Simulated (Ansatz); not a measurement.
Program: Ansatz. Geometries: PBE0-D4/def2-TZVP. ΔE: electronic, gas phase. CBS: MP2 limit from def2 TZ/QZ plus the TZ coupled-cluster correction, frozen cores. Double bonds are as drawn, so ΔE can hold a change between cis and trans. DFT in def2-TZVPP. B3LYP here is the variant with VWN-RPA as its local correlation; programs differ in this. For As outer-core shells are correlated without core-valence functions, which leaves a few kJ/mol of doubt a bond. Scalar relativity is left out up to krypton. Each species was taken in one conformer, which may not be the lowest.

Reaction (redistribution): `O[SiH2][AsH2]` + `C[SiH2]/C=C/[SiH3]` → `C[SiH2][SiH2][AsH2]` + `O/C=C/[SiH3]`

| level | ΔE (kJ/mol) |
| --- | --- |
| PBE-D4 | 90.3 |
| r2SCAN-D4 | 107.9 |
| B3LYP | 118.1 |
| MP2/def2-TZVPP | 132.4 |

**Question.** What does CCSD(T)/CBS give? (An estimate is asked.)

**Answer.** The calculation gave: +127.2 kJ/mol. The listed levels differ from it by -36.9, -19.3, -9.1, 5.2 kJ/mol.

Largest T1 diagnostic among the species: 0.013.

From PBE to PBE0 (25 % exact exchange), in def2-TZVPP and without D4, ΔE moves by +8.6 kJ/mol. In def2-TZVPP, CCSD(T) changes the Hartree–Fock value by −15.0 kJ/mol (the triples alone add −3.5 kJ/mol) and MP2 by −5.7 kJ/mol.
